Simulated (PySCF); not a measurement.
ethylene carbonate (C$_{3}$H$_{4}$O$_{3}$), singlet, at a GFN2-xTB geometry. Base run: MP2/STO-3G in PySCF.

PySCF was given this input:
```python
from pyscf import gto, scf, mp

mol = gto.M(
    atom='''
O     2.023648   -0.101964   -0.022196
C     0.841292   -0.042389   -0.009227
O     0.025280   -1.109066    0.060159
C    -1.329230   -0.704059    0.056644
C    -1.252658    0.834151   -0.028325
O     0.135297    1.100975   -0.061921
H    -1.804684   -1.055102    0.976343
H    -1.829133   -1.152343   -0.806069
H    -1.710429    1.232215   -0.937789
H    -1.685980    1.329456    0.844623
''',
    basis='sto-3g',
    charge=0,
    spin=0,
    verbose=4,
)

mf = scf.RHF(mol)
mf.kernel()

pt = mp.MP2(mf, frozen=6)
pt.kernel()
print('E(MP2) = %.10f' % pt.e_tot)
```

Variants of this job, named by their change:

```csv
change,basis functions,E (Eh),MP2 correlation (Eh),SCF-reference HOMO (eV),SCF-reference HOMO-LUMO gap (eV),SCF-reference dipole (D)
base,34,-336.37293,-0.28425,-9.32,18.41,4.05
basis = 3-21G,62,-339.23209,-0.61158,-12.37,18.41,6.22
basis = 6-31G,62,?,?,?,?,?
basis = pcseg-0,62,-340.10986,-0.62847,-12.87,17.46,6.79
basis = 6-31G*,92,?,?,-12.66,?,5.99
basis = def2-SV(P),92,-341.15794,-0.90073,-12.81,16.99,6.04
basis = cc-pVDZ,104,-341.49018,-0.93262,-12.63,16.92,5.83
basis = def2-SVP,104,-341.19686,-0.92826,-12.79,16.97,6.08
basis = pc-1,104,-341.37374,-0.93695,-12.90,16.55,6.37
basis = 6-31G**,104,-341.44977,-0.91289,-12.66,18.20,5.99
basis = pcseg-1,104,?,?,-12.90,?,6.37
basis = 6-31+G*,?,?,?,-12.87,?,?
basis = 6-311G**,132,-341.61169,-0.99322,-12.73,16.28,5.98
```

**Question.** Fill in the missing entries.

**Answer.** 
- basis = 6-31G, E (Eh): -340.96428
- basis = 6-31G, MP2 correlation (Eh): -0.62088
- basis = 6-31G, SCF-reference HOMO (eV): -12.74
- basis = 6-31G, SCF-reference HOMO-LUMO gap (eV): 17.97
- basis = 6-31G, SCF-reference dipole (D): 6.71
- basis = 6-31G*, E (Eh): -341.41835
- basis = 6-31G*, MP2 correlation (Eh): -0.88807
- basis = 6-31G*, SCF-reference HOMO-LUMO gap (eV): 18.21
- basis = pcseg-1, E (Eh): -341.37025
- basis = pcseg-1, MP2 correlation (Eh): -0.93670
- basis = pcseg-1, SCF-reference HOMO-LUMO gap (eV): 16.47
- basis = 6-31+G*, basis functions: 116
- basis = 6-31+G*, E (Eh): -341.43820
- basis = 6-31+G*, MP2 correlation (Eh): -0.89985
- basis = 6-31+G*, SCF-reference HOMO-LUMO gap (eV): 14.53
- basis = 6-31+G*, SCF-reference dipole (D): 6.19

Totals compare only among sets that treat the same electrons; sets with core potentials leave the core out.
